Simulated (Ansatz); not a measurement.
AsH4Si (SMILES [SiH2][AsH2]) moved off its minimum; all values from Ansatz (an electronic-structure program), cores frozen in correlated methods. Open shells are unrestricted.
(charge 0, multiplicity 2)
```xyz
6

Si    -1.55902    -0.33092    -0.08128
As     0.82120     0.15107     0.19207
H     -2.36770     0.83550     0.06918
H     -1.87792    -0.94935    -1.48701
H      1.15408    -1.22852    -0.17086
H      0.96929     0.53881    -1.30214
```

### Question
Give the forces (eV/Å), the total energy and the dipole at CCSD(T)/def2-TZVPPD.

### Answer

```
atom      Fx      Fy      Fz
----  ------  ------  ------
Si1    0.922  -1.273  -1.293
As2   -0.769   1.055  -0.253
H3    -0.607   0.963   0.205
H4     0.229   0.414   1.109
H5     0.303  -1.247  -0.126
H6    -0.078   0.088   0.359
```
Energy -2525.7332 hartree, dipole 0.15 D.
